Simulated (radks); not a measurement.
Question: All-electron atom: Mo in [Kr] 4d5 5s1. Method: scalar-relativistic Kohn-Sham, r2SCAN, spin-polarised, spherical densities, finite nucleus; open shells are filled with parallel spins first (spin-orbit coupling, left out, can overturn this in heavy ions); meta-GGA in the generalised Kohn-Sham scheme; Fermi nuclear charge, rms radius 4.4091 fm; hard spherical wall at 2 bohr; computed with a radial shooting solver on a logarithmic mesh with Libxc functionals. Some entries of the table are withheld. Estimate them.

orbital  occ.  eigenvalue (eV)  <r^2> (bohr^2)
1s up       1        -19784.76        0.001670
1s down     1        -19784.49        0.001670
2s up       1        -2740.539         0.02786
2s down     1        -2738.495         0.02784
2p up       3        -2438.517         0.02197
2p down     3        -2436.933         0.02195
3s up       1        -414.8007          0.2124
3s down     1        -413.8270          0.2125
3p up       3        -315.3266          0.2193
3p down     3        -314.1242          0.2191
3d up       5        -153.7042          0.2167
3d down     5        -151.7448          0.2158
4s up       1         -16.0550           1.234
4s down     1          -8.8856           1.224
4p up       3          12.5172           1.332
4p down     3          19.9413           1.322
4d up       5          59.3823           1.464
4d down     0          67.1755           1.453
4f up       0              (1)           1.552
4f down     0              (2)           1.531
5s up       1         148.4149           1.666
5s down     0         156.0100           1.662
5p up       0         174.7501           1.621
5p down     0         182.4166           1.617
6s up       0         407.2136             (3)
6s down     0         415.5969             (4)

Answer: 
(1) 4f up eigenvalue (eV): 108.7370
(2) 4f down eigenvalue (eV): 116.7011
(3) 6s up <r^2> (bohr^2): 1.573
(4) 6s down <r^2> (bohr^2): 1.564
